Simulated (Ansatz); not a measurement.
Basis sets compared for Ge18BH28, a doped nanocrystal cut from the lattice of germanium (B on a surface site). Charge 0, multiplicity 2. Geometry r2SCAN-D4/def2-SVP. Ansatz on 11 threads of AMD EPYC 7R13 on a shared host and a whole NVIDIA H100 80GB HBM3; times are rough, and most runs start from earlier orbitals.

| atom | x (Å) | y (Å) | z (Å) |
| --- | --- | --- | --- |
| Ge1 | 2.520 | -1.862 | -2.657 |
| Ge2 | -1.133 | -1.951 | -3.433 |
| Ge3 | 3.417 | -1.490 | 1.114 |
| B4 | 0.017 | -1.211 | 0.093 |
| Ge5 | 1.140 | -0.504 | 3.852 |
| Ge6 | 1.679 | 2.195 | 1.035 |
| Ge7 | -2.564 | -0.619 | 3.071 |
| Ge8 | 0.510 | 1.485 | -2.598 |
| Ge9 | -2.076 | 2.080 | 0.239 |
| Ge10 | -3.483 | -1.698 | -0.343 |
| Ge11 | 4.325 | -1.356 | -1.124 |
| Ge12 | 0.426 | -0.849 | -1.904 |
| Ge13 | -3.426 | -1.569 | -2.758 |
| Ge14 | 2.199 | 2.649 | -1.296 |
| Ge15 | 1.329 | -0.186 | 1.434 |
| Ge16 | -1.782 | -0.281 | 0.777 |
| Ge17 | -1.005 | 0.191 | 4.736 |
| Ge18 | -0.419 | 3.334 | 1.501 |
| Ge19 | -1.625 | 2.537 | -2.106 |
| H20 | 2.858 | -1.400 | -4.089 |
| H21 | 2.364 | -3.397 | -2.685 |
| H22 | -0.894 | -3.475 | -3.393 |
| H23 | -0.890 | -1.476 | -4.880 |
| H24 | 3.067 | -2.949 | 1.463 |
| H25 | 4.389 | -0.962 | 2.193 |
| H26 | -0.004 | -2.395 | 0.369 |
| H27 | 1.328 | -2.007 | 4.151 |
| H28 | 2.312 | 0.251 | 4.511 |
| H29 | 2.796 | 2.682 | 1.985 |
| H30 | -2.762 | -2.134 | 3.285 |
| H31 | -3.948 | 0.053 | 3.194 |
| H32 | 0.827 | 1.591 | -4.106 |
| H33 | -3.509 | 2.493 | 0.645 |
| H34 | -3.212 | -3.142 | 0.123 |
| H35 | -4.837 | -1.252 | 0.254 |
| H36 | 5.470 | -2.384 | -1.246 |
| H37 | 4.906 | 0.049 | -1.352 |
| H38 | -4.366 | -2.654 | -3.325 |
| H39 | -3.945 | -0.193 | -3.206 |
| H40 | 3.614 | 2.156 | -1.654 |
| H41 | 2.149 | 4.171 | -1.543 |
| H42 | -1.075 | 1.723 | 4.847 |
| H43 | -1.280 | -0.410 | 6.129 |
| H44 | -0.739 | 3.334 | 3.008 |
| H45 | -0.362 | 4.798 | 1.020 |
| H46 | -2.741 | 1.973 | -3.005 |
| H47 | -1.564 | 4.063 | -2.325 |

The 6-31G sets use Cartesian d functions. Single mean-field runs in 6-31G, def2-SVP, def2-TZVP are fitted with def2-universal-jkfit.

Binding counts from free atoms (Ge triplet, B doublet, H doublet) in the same basis, without a counterpoise term.

| level | functions | energy (Eh) | HOMO (eV) | LUMO (eV) | binding per atom (eV) | wall time |
| --- | --- | --- | --- | --- | --- | --- |
| HF/6-31G | 587 | -37391.5606 | -8.20 | -1.82 | 1.90 | 7.5 s |
| PBE-D4/def2-SVP | 730 | -37417.6983 | -5.38 | -5.05 | 2.90 | 5.5 s |
| PBE0-D4/def2-SVP | 730 | -37418.7251 | -6.34 | -4.64 | 2.90 | 11 s |

Problem. Estimate the rows for HF/def2-TZVP, PBE-D4/def2-TZVP, PBE0-D4/def2-TZVP (with forces).

Solution. 
```tsv
level	functions	energy (Eh)	HOMO (eV)	LUMO (eV)	binding per atom (eV)	wall time
HF/def2-TZVP	1063	-37397.8229	-8.39	-1.55	2.04	18 s
PBE-D4/def2-TZVP	1063	-37422.4444	-5.42	-5.08	2.90	8 s
PBE0-D4/def2-TZVP (with forces)	1063	-37423.4515	-6.33	-4.63	2.90	24 s
```
